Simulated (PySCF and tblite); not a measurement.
Values are calculated unless marked as measured or tabulated.
Molecule: C₆H₉N, numbered as in [CH2:1]=[CH:2][C:3]1=[CH:4][N:5]([CH3:6])[CH2:7]1; H named by carrier, a and b as here (out-of-plane angle 22°, Å):

```
C1       2.967    0.264   -0.612
C2       2.060   -0.643   -0.239
C3       0.661   -0.408   -0.178
C4      -0.460   -1.122    0.112
N5      -1.346   -0.130   -0.261
C6      -2.651    0.186    0.225
C7      -0.225    0.779   -0.517
H1a      2.677    1.256   -0.914
H1b      4.018    0.040   -0.631
H2       2.375   -1.636    0.058
H4      -0.708   -2.109    0.455
H6a     -2.633    0.729    1.181
H6b     -3.172    0.802   -0.511
H6c     -3.207   -0.741    0.364
H7a     -0.193    1.144   -1.544
H7b     -0.172    1.613    0.182
```

The mean out-of-plane torsion at N5 (0° is planar) is held and the rest relaxed at GFN2-xTB. Energies: PBE0/pcSseg-1 + D3(BJ). Couplings: B3LYP/6-31G* with H pcJ-1 N pcJ-1, gas phase, for ¹H, ¹⁵N. Programs: tblite and PySCF.

One held structure gave ²J(N5,H7a) = -1.4, ²J(N5,H7b) = -0.1, ²J(N5,H4) = -5.8, ⁴J(H4,H7b) = -2.7, ⁴J(H4,H7a) = -0.5, ³J(H1a,H2) = 16.8, ²J(H7a,H7b) = -12.8, ⁴J(H2,H7a) = -1.6 Hz.

(1) At which out-of-plane angle was it held?
A. -22°
B. 0°
C. 22°
D. 38°
E. -38°

Answers

(1) D. It lies 0.01 kcal/mol above the lowest point.
